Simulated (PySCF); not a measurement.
# PbI2 at several levels of theory

Computed with PySCF 2.14.0 (density fitting, no spin-orbit coupling) at the geometry relaxed with PBE:

```xyz
3
PbI2 (singlet)
Pb    0.7357    0.8623    0.0000
I    -0.4197   -0.4919    2.2344
I    -0.4197   -0.4919   -2.2344
```

```json
{"level": "PBE", "basis": "Pb def2-SVP with ECP60, I def2-SVP with ECP28", "state": "singlet", "HOMO (eV)": "-6.11", "gap (eV)": "2.20", "charge on Pb1 (e)": "0.49", "dipole about the centre of mass (D)": "3.56", "largest force component (eV/Å)": "0.04"}
{"level": "revPBE", "basis": "the same", "state": "singlet", "HOMO (eV)": "-6.05", "gap (eV)": "2.24", "charge on Pb1 (e)": "0.51", "dipole about the centre of mass (D)": "3.66", "largest force component (eV/Å)": "0.10"}
{"level": "M06-L", "basis": "the same", "state": "singlet", "HOMO (eV)": "-6.12", "gap (eV)": "2.48", "charge on Pb1 (e)": "0.59", "dipole about the centre of mass (D)": "3.87", "largest force component (eV/Å)": "0.17"}
{"level": "r2SCAN", "basis": "the same", "state": "singlet", "HOMO (eV)": "-6.43", "gap (eV)": "2.53", "charge on Pb1 (e)": "0.56", "dipole about the centre of mass (D)": "3.90", "largest force component (eV/Å)": "0.14"}
{"level": "PBE", "basis": "Pb def2-TZVP with ECP60, I def2-TZVP with ECP28", "state": "singlet", "HOMO (eV)": "-6.20", "gap (eV)": "2.26", "charge on Pb1 (e)": "0.60", "dipole about the centre of mass (D)": "3.54", "largest force component (eV/Å)": "0.16"}
{"level": "PBE", "basis": "Pb x2c-SVPall, I x2c-SVPall", "state": "singlet", "HOMO (eV)": "-6.01", "gap (eV)": "2.17", "charge on Pb1 (e)": "0.51", "dipole about the centre of mass (D)": "3.31", "largest force component (eV/Å)": "0.22"}
```

Charges are Mulliken's, which hang on the basis. The relaxation used the grid (50, 194), these runs (75, 302) or, all-electron (x2c bases, spin-free X2C Hamiltonian), (99, 590).

What does CAM-B3LYP with Pb def2-SVP with ECP60, I def2-SVP with ECP28 give here?

state singlet, HOMO (eV) -8.31, gap (eV) 5.78, charge on Pb1 (e) 0.59, dipole about the centre of mass (D) 4.17, largest force component (eV/Å) 0.20. Time: 3.5 s on 2 threads of Arm Neoverse V2, with other jobs on the host, from an already converged density.

In the first row's basis the gap widens with exact exchange: 2.2 to 2.5 eV for PBE, revPBE, M06-L, r2SCAN (none); 5.8 eV for CAM-B3LYP (rising or full at long range).
